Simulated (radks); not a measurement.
Task: Rb II, 36 electrons, occupied as [Kr] (the NIST ground configuration). Method: Dirac Kohn-Sham, PBE, spin-unpolarised, spherical densities, finite nucleus; Fermi nuclear charge, rms radius 4.2036 fm; computed with a radial shooting solver on a logarithmic mesh with Libxc functionals.

Spin-orbit splittings of the eigenvalues, e(l+1/2) - e(l-1/2), with zeta = 2 splitting/(2l+1) and mean radii in bohr:

| shell | occ. | splitting (eV) | zeta (eV) | <r> j=l-1/2 | <r> j=l+1/2 |
|---|---|---|---|---|---|
| 2p | 6 | ? | ? | 0.1523 | 0.1563 |
| 3p | 6 | 9.131 | 6.087 | 0.5116 | 0.5221 |
| 3d | 10 | 1.550 | 0.6200 | 0.5231 | 0.5269 |
| 4p | 6 | 0.8870 | 0.5913 | 1.690 | 1.727 |

Estimate the 2p splitting.

Result: 60.78 eV (zeta = 40.52 eV).
